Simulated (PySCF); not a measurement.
**Sr²⁴⁺ (strontium, charge +24): Hartree-Fock from Schrödinger to Dirac-Coulomb-Breit**

Occupied: 1s1/2, 2s1/2, 2p1/2, 2p3/2, 3s1/2, 3p1/2. Hartree-Fock calculated with PySCF 2.14 in an even-tempered Gaussian basis (21 s from 1.4 bohr⁻², ratio 2.3; 15 p from 1.7 bohr⁻², ratio 2.3), Gaussian nucleus throughout. NR is non-relativistic, sf-X2C the spin-free one-electron X2C Hamiltonian, X2C adds the bare one-electron spin-orbit term, X2C-SNSO screens it by Boettger's factors, DC is four-component Dirac-Coulomb, and the Gaunt and Breit terms are added at first order (total energies over the DC spinors, levels after relaxing the spinors in that mean field). QED terms are absent. Levels marked empty are virtual spinors of this ion; the basis has s and p functions only, so 3d, which can lie below the n = 4 levels, is absent.

| Hamiltonian | E (hartree) | E − E(DC) (hartree) | CPU seconds |
| --- | --- | --- | --- |
| X2C | -2800.6299 | 0.5040 | 0.48 |
| X2C-SNSO | -2800.5591 | 0.5748 | 0.48 |
| DC | -2801.1339 | 0.0000 | 17 |
| DC+Gaunt | -2799.3755 | 1.7584 | 29 |
| DC+Breit | -2799.5323 | 1.6017 | 85 |

Q: Give the 2p spin-orbit interval with each Hamiltonian that has one.

A: X2C 81.52; X2C-SNSO 77.46; DC 76.96; DC+Gaunt 75.65; DC+Breit 75.67 (eV).

```csv
level (eV),X2C,X2C-SNSO,DC,DC+Gaunt,DC+Breit
1s1/2,-17302.7,-17302.8,-17313.0,-17285.1,-17286.9
2s1/2,-3321.1,-3321.2,-3322.3,-3319.8,-3320.0
2p1/2,-3124.8,-3122.1,-3122.3,-3118.0,-3118.5
2p3/2,-3043.3,-3044.6,-3045.4,-3042.4,-3042.8
3s1/2,-1224.8,-1224.9,-1225.1,-1224.5,-1224.6
3p1/2,-1162.3,-1161.7,-1161.8,-1160.8,-1160.9
3p3/2 (empty),-1092.5,-1092.8,-1092.9,-1092.3,-1092.4
4s1/2 (empty),-601.34,-601.35,-601.43,-601.23,-601.26
```

Weight of the small component: 1s1/2 0.0191, 2s1/2 0.00397, 2p1/2 0.00393, 2p3/2 0.00381, 3s1/2 0.00135, 3p1/2 0.00132, 3p3/2 0.00127, 4s1/2 0.000627.

Koopmans' value for the highest occupied level at DC+Breit: 1160.9 eV, against an ionisation energy of 1165 ± 3 eV (semi-empirical (NIST evaluation); NIST Atomic Spectra Database, ionization energies); the former lacks relaxation, correlation, QED and recoil.

The whole ladder took 130 s of wall time on 1 thread of Neoverse-V1 (shared host), launched as `OMP_NUM_THREADS=1 python relrun2.py TASK.json OUT` (a driver that calls PySCF for each Hamiltonian).
